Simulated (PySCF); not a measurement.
Mapped SMILES: `[SiH3:1][O:2][CH:3]1[CH2:4][O:5][CH2:6]1`. Hydrogens are named by the atom that carries them. Ha(C4), Ha(C6) are cis to O2 on the ring; Hb(C4), Hb(C6) are trans to O2 on the ring.

Geometry: PBE0-D3(BJ)/def2-SVP; GIAO absolute shieldings from PySCF 2.14.0 with density-fitted response routines, gas phase, non-relativistic, averaged over equivalent atoms.

At PBE0/STO-3G (42 basis functions, 6.7 s wall time on 1 thread of an Arm Neoverse N1, shared host):
```tsv
atoms	σ (ppm)
Si1	559.5
O5	373.8
O2	421.3
C4/C6	172.1
C3	174.6
Ha(C4)/Ha(C6)	29.98
Hb(C4)/Hb(C6)	30.24
H(Si1)	30.32
H(C3)	30.75
```

**Question.** Estimate the result of repeating the calculation with mPW1PW91/pcSseg-1.

**Answer.** 
| atoms | σ at mPW1PW91/pcSseg-1 | change |
| --- | --- | --- |
| Si1 | 383.3 | -176.2 |
| O5 | 338.7 | -35.1 |
| O2 | 290.2 | -131.1 |
| C4/C6 | 101.6 | -70.5 |
| C3 | 113.2 | -61.4 |
| Ha(C4)/Ha(C6) | 26.67 | -3.31 |
| Hb(C4)/Hb(C6) | 26.67 | -3.57 |
| H(Si1) | 26.65 | -3.67 |
| H(C3) | 26.80 | -3.95 |

The largest change is at Si1 (silicon bonded to O, 3 H). Cost: 149 basis functions, 23 s wall time on 1 thread of an Arm Neoverse N1, shared host.
